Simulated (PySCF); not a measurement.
Radial density of F⁻ (fluorine, charge -1)

UHF, [Ne], closed-shell 1S. Calculation: PySCF 2.14, in aug-cc-pVTZ; the non-relativistic Hamiltonian (point nucleus).

| r (bohr) | 4πr²ρ (e/bohr) |
| --- | --- |
| 0.00324 | 0.05566 |
| 0.00546 | 0.1519 |
| 0.00918 | 0.4008 |
| 0.0154 | 1.015 |
| 0.0260 | 2.376 |
| 0.0437 | 4.906 |
| 0.0735 | 8.182 |
| 0.124 | 9.666 |
| 0.208 | 6.840 |
| 0.350 | 4.088 |
| 0.588 | 5.793 |
| 0.989 | 5.668 |
| 1.66 | 2.354 |
| 2.80 | 0.4464 |
| 4.71 | 0.02994 |
| 7.92 | 0.0004181 |
